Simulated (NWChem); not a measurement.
All runs are NWChem calculations. System: C₂H₅N₃Si, charge 0, spin multiplicity 1, at a geometry optimised with B3LYP/def2-SVP. The structure started from a generated list of species. Level: RHF/def2-SVP.

Input file:

```
start mol
memory heap 200 mb stack 800 mb global 1000 mb
geometry units angstroms nocenter noautoz
  N      2.099009    -0.335021     0.000000
  Si     0.621982     0.536791     0.000000
  N     -0.452641     0.041426     1.349392
  C     -1.501375    -0.393419     0.765064
  C     -1.501375    -0.393419    -0.765064
  N     -0.452641     0.041426    -1.349392
  H      2.475391    -0.749552     0.845074
  H      2.475391    -0.749552    -0.845074
  H      0.761110     2.016397     0.000000
  H     -2.379617    -0.773079     1.318780
  H     -2.379617    -0.773079    -1.318780
  symmetry group Cs
end
basis spherical
  * library def2-svp
end
scf
  rhf
  nopen 0
  maxiter 100
  thresh 1e-7
  semidirect memsize 60000000 filesize 0
end
task scf energy
```

Output (cleaned and shortened):

```
             Northwest Computational Chemistry Package (NWChem) 7.3.0
             --------------------------------------------------------

                                NWChem Input Module
                                -------------------

 Scaling coordinates for geometry "geometry" by  1.889725989
 (inverse scale =  0.529177249)

 Turning off AUTOSYM since
 SYMMETRY directive was detected!

                             Geometry "geometry" -> ""
                             -------------------------

 Output coordinates in angstroms (scale by  1.889725989 to convert to a.u.)

  No.       Tag          Charge          X              Y              Z
 ---- ---------------- ---------- -------------- -------------- --------------
    1 N                    7.0000     2.09900900    -0.33502100     0.00000000
    2 Si                  14.0000     0.62198200     0.53679100     0.00000000
    3 N                    7.0000    -0.45264100     0.04142600     1.34939200
    4 C                    6.0000    -1.50137500    -0.39341900     0.76506400
    5 C                    6.0000    -1.50137500    -0.39341900    -0.76506400
    6 N                    7.0000    -0.45264100     0.04142600    -1.34939200
    7 H                    1.0000     2.47539100    -0.74955200     0.84507400
    8 H                    1.0000     2.47539100    -0.74955200    -0.84507400
    9 H                    1.0000     0.76111000     2.01639700     0.00000000
   10 H                    1.0000    -2.37961700    -0.77307900     1.31878000
   11 H                    1.0000    -2.37961700    -0.77307900    -1.31878000

 Effective nuclear repulsion energy (a.u.)     283.1288661740

            Nuclear Dipole moment (a.u.)
            ----------------------------
        X                 Y               Z
 ---------------- ---------------- ----------------
    -0.0000094486    -0.0000037795     0.0000000000

      Symmetry information
      --------------------

 Group name             Cs
 Group number              2
 Group order               2
 No. of unique centers     7

      Symmetry unique atoms

     1    2    3    4    7    9   10


 Summary of "ao basis" -> "" (spherical)
 ------------------------------------------------------------------------------
       Tag                 Description            Shells   Functions and Types
 ---------------- ------------------------------  ------  ---------------------
 *                          def2-svp                  on all atoms

 Summary of "ao basis" -> "ao basis" (spherical)
 ------------------------------------------------------------------------------
       Tag                 Description            Shells   Functions and Types
 ---------------- ------------------------------  ------  ---------------------
 N                          def2-svp                 6       14   3s2p1d
 Si                         def2-svp                 8       18   4s3p1d
 C                          def2-svp                 6       14   3s2p1d
 H                          def2-svp                 3        5   2s1p

                                 NWChem SCF Module
                                 -----------------

  ao basis        = "ao basis"
  functions       =   113
  atoms           =    11
  closed shells   =    26
  open shells     =     0
  charge          =   0.00
  wavefunction    = RHF
  use symmetry    = T
  symmetry adapt  = T

 Summary of "ao basis" -> "ao basis" (spherical)
 ------------------------------------------------------------------------------
[...]
    31 a"         32 a"         33 a'         34 a"         35 a'
    36 a'

             Final eigenvalues
             -----------------

              1
    1  -68.7944
    2  -15.5533
    3  -15.5533
    4  -15.5466
    5  -11.3053
    6  -11.3048
    7   -6.1583
    8   -4.2696
    9   -4.2696
   10   -4.2682
   11   -1.2485
   12   -1.1549
   13   -1.1251
   14   -0.8887
   15   -0.7439
   16   -0.7309
   17   -0.6744
   18   -0.6636
   19   -0.5885
   20   -0.5713
   21   -0.5549
   22   -0.4836
   23   -0.4341
   24   -0.4263
   25   -0.4144
   26   -0.3934
   27    0.0698
   28    0.1766
   29    0.1927
   30    0.2050
   31    0.2266
   32    0.2378
   33    0.2447
   34    0.2526
   35    0.2907
   36    0.3109

                       ROHF Final Molecular Orbital Analysis
                       -------------------------------------

 Vector   24  Occ=2.000000D+00  E=-4.263404D-01  Symmetry=a"
              MO Center= -5.5D-01, -1.2D-02, -3.8D-14, r^2= 3.1D+00
   Bfn.  Coefficient  Atom+Function         Bfn.  Coefficient  Atom+Function
  ----- ------------  ---------------      ----- ------------  ---------------
    38      0.381827   3 N  pz               80      0.381827   6 N  pz
    41     -0.313334   3 N  pz               83     -0.313334   6 N  pz
    24      0.158778   2 Si pz

 Vector   25  Occ=2.000000D+00  E=-4.143793D-01  Symmetry=a"
              MO Center= -7.7D-01, -7.8D-02,  2.0D-15, r^2= 2.6D+00
   Bfn.  Coefficient  Atom+Function         Bfn.  Coefficient  Atom+Function
  ----- ------------  ---------------      ----- ------------  ---------------
    37      0.289596   3 N  py               79     -0.289596   6 N  py
    40     -0.240357   3 N  py               82      0.240357   6 N  py
    51     -0.215266   4 C  py               65      0.215266   5 C  py
    54     -0.183946   4 C  py               68      0.183946   5 C  py

 Vector   26  Occ=2.000000D+00  E=-3.933887D-01  Symmetry=a'
              MO Center=  2.7D-01, -1.7D-02, -7.4D-15, r^2= 4.5D+00
   Bfn.  Coefficient  Atom+Function         Bfn.  Coefficient  Atom+Function
  ----- ------------  ---------------      ----- ------------  ---------------
     5      0.255334   1 N  py                8     -0.241012   1 N  py
    38     -0.241100   3 N  pz               80      0.241100   6 N  pz
     4      0.233470   1 N  px               41      0.220425   3 N  pz
    83     -0.220425   6 N  pz                7     -0.200879   1 N  px
    52     -0.168836   4 C  pz               66      0.168836   5 C  pz

 Vector   27  Occ=0.000000D+00  E= 6.978335D-02  Symmetry=a'
              MO Center= -8.1D-01, -1.3D-01,  5.2D-16, r^2= 3.4D+00
   Bfn.  Coefficient  Atom+Function         Bfn.  Coefficient  Atom+Function
  ----- ------------  ---------------      ----- ------------  ---------------
     3      0.395680   1 N  s                54     -0.344313   4 C  py
    68     -0.344313   5 C  py               26      0.342216   2 Si py
    40      0.309310   3 N  py               82      0.309310   6 N  py
   100     -0.298220   9 H  s                25     -0.281767   2 Si px
    37     -0.236108   3 N  py               79     -0.236108   6 N  py

 Vector   28  Occ=0.000000D+00  E= 1.766296D-01  Symmetry=a'
              MO Center=  2.1D+00, -4.7D-01,  8.7D-16, r^2= 5.2D+00
   Bfn.  Coefficient  Atom+Function         Bfn.  Coefficient  Atom+Function
  ----- ------------  ---------------      ----- ------------  ---------------
     3      1.570571   1 N  s                90     -0.907019   7 H  s
    95     -0.907019   8 H  s                18     -0.667296   2 Si s
   100      0.546620   9 H  s                25     -0.423354   2 Si px
    49     -0.233956   4 C  s                63     -0.233956   5 C  s
    26     -0.218429   2 Si py              105      0.187014  10 H  s

 Vector   29  Occ=0.000000D+00  E= 1.926587D-01  Symmetry=a"
              MO Center=  6.8D-01,  6.1D-01,  4.0D-16, r^2= 4.7D+00
   Bfn.  Coefficient  Atom+Function         Bfn.  Coefficient  Atom+Function
  ----- ------------  ---------------      ----- ------------  ---------------
    27      1.349267   2 Si pz               35     -0.573933   3 N  s
    77      0.573933   6 N  s               105     -0.388344  10 H  s
   110      0.388344  11 H  s                90     -0.381985   7 H  s
    95      0.381985   8 H  s                39     -0.276486   3 N  px
    81      0.276486   6 N  px               54     -0.255798   4 C  py

 center of mass
 --------------
 x =  -0.01824166 y =   0.01922930 z =   0.00000000

 moments of inertia (a.u.)
 ------------------
         320.711548115466         -52.384497577872           0.000000000000
         -52.384497577872         809.499349344957           0.000000000000
           0.000000000000           0.000000000000         630.347371246323

  Mulliken analysis of the total density
  --------------------------------------

    Atom       Charge   Shell Charges
 -----------   ------   -------------------------------------------------------
    1 N    7     7.56   1.99  0.93  0.51  2.43  1.69  0.01
    2 Si  14    12.92   2.00  1.99  0.89  0.01  5.94  1.14  0.52  0.43
    3 N    7     7.50   1.99  1.02  0.63  2.28  1.55  0.03
    4 C    6     5.91   1.99  0.91  0.25  1.94  0.75  0.07
    5 C    6     5.91   1.99  0.91  0.25  1.94  0.75  0.07
    6 N    7     7.50   1.99  1.02  0.63  2.28  1.55  0.03
    7 H    1     0.83   0.69  0.09  0.05
    8 H    1     0.83   0.69  0.09  0.05
    9 H    1     1.16   0.75  0.40  0.01
   10 H    1     0.94   0.75  0.16  0.02
   11 H    1     0.94   0.75  0.16  0.02

       Multipole analysis of the density wrt the origin
       ------------------------------------------------

     L   x y z        total         open         nuclear
     -   - - -        -----         ----         -------
     0   0 0 0      0.000000      0.000000     52.000000

     1   1 0 0     -0.082913      0.000000     -0.000009
     1   0 1 0     -0.612163      0.000000     -0.000004
     1   0 0 1      0.000000      0.000000      0.000000

     2   2 0 0    -24.898377      0.000000    322.589933
     2   1 1 0     -0.395277      0.000000     28.855518
     2   1 0 1      0.000000      0.000000     -0.000000
     2   0 2 0    -31.423247      0.000000     46.730522
     2   0 1 1     -0.000000      0.000000     -0.000000
     2   0 0 2    -36.792662      0.000000    133.638366

 Task  times  cpu:        4.2s     wall:        4.2s

 Total times  cpu:        4.2s     wall:        4.2s
```
